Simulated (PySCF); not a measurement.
Compound: C7H11O (doublet state).
Z-matrix (Å and degrees, GFN2-xTB geometry), rows numbered from 1:
```
C 
C   1  1.3234
C   2  1.4953  1  123.35
C   2  1.5069  1  121.00  3   178.61
C   4  1.5481  2  112.97  1   -98.44
C   5  1.4764  4  101.90  2  -144.95
C   6  1.4775  5  109.29  4     9.48
O   7  1.4111  6  106.28  5     7.83
H   1  1.0766  2  121.71  3    -0.76
H   1  1.0771  2  122.00  3   179.24
H   3  1.0884  2  109.10  1  -120.69
H   3  1.0862  2  111.00  1     0.22
H   3  1.0895  2  110.53  1   121.48
H   4  1.1030  2  109.63  1    22.84
H   5  1.0934  4  112.06  2    93.13
H   5  1.0995  4  110.51  2   -25.85
H   6  1.0694  5  125.99  4  -168.41
H   7  1.1100  6  111.52  5  -112.19
H   7  1.0989  6  113.94  5   126.74
```

The hyperfine couplings belong to this conformer and change with its torsions.

Identity: `C=C(C)[C@@H]1C[CH]CO1` [radical].

Computed with UKS B3LYP, pcH-1 on C H O, non-relativistic, mean-field spin-orbit, GIAO in PySCF. Isolated species at its GFN2-xTB geometry (one conformer only). Couplings are sensitive to structure, and on GFN2-xTB geometries they can be far from those on DFT ones. Stability of the SCF solution: not tested.

The largest Mulliken spin populations are on C6 (+1.02), C5 (-0.09) and C7 (-0.08). No atom but C6 exceeds +0.15. The angles at C6 add up to 360.0°, so it is planar; its axial dipolar tensor and the negative coupling of its proton fit spin in a p orbital normal to that plane.

Question: Find Q in a(H) = Q·ρ(C) for the protons on the planar carbons that carry spin.

Answer: 
```csv
H,C,ρ(C),a(H) (G),a/ρ (G)
H17,C6,+1.021,-22.83,-22.4
```

One proton gives one ratio, Q = -22.4 G, and no test of linearity.

Question: How do the β-proton couplings of this frozen conformer go with θ, the angle between the C–H bond and the normal to the plane of the spin centre's three neighbours, both seen down the bond from centre to carbon?

Answer: 
```json
{"β H": "H15", "on": "C5", "centre": "C6", "θ (°)": "41", "cos²θ": "0.57", "a (G)": "+30.70"}
{"β H": "H16", "on": "C5", "centre": "C6", "θ (°)": "18", "cos²θ": "0.91", "a (G)": "+51.39"}
{"β H": "H18", "on": "C7", "centre": "C6", "θ (°)": "23", "cos²θ": "0.85", "a (G)": "+46.19"}
{"β H": "H19", "on": "C7", "centre": "C6", "θ (°)": "36", "cos²θ": "0.66", "a (G)": "+35.75"}
```

Fitting the Heller–McConnell form a = ρ(B0 + B2 cos²θ), with Mulliken ρ = 1.02, gives B0 = -3.1 G and B2 = 58.2 G, with a largest miss of 1.0 G. By this fit the coupling would be 56.2 G at θ = 0° and -3.2 G at 90°.

Couplings in gauss use g_iso = 2.0026.

Time: 1.8 min of wall time (grids of density and orbitals included); peak memory 1.0 GiB. Hardware: Arm Neoverse V1, one thread, shared host with 32 logical CPUs at a one-minute load of 32.
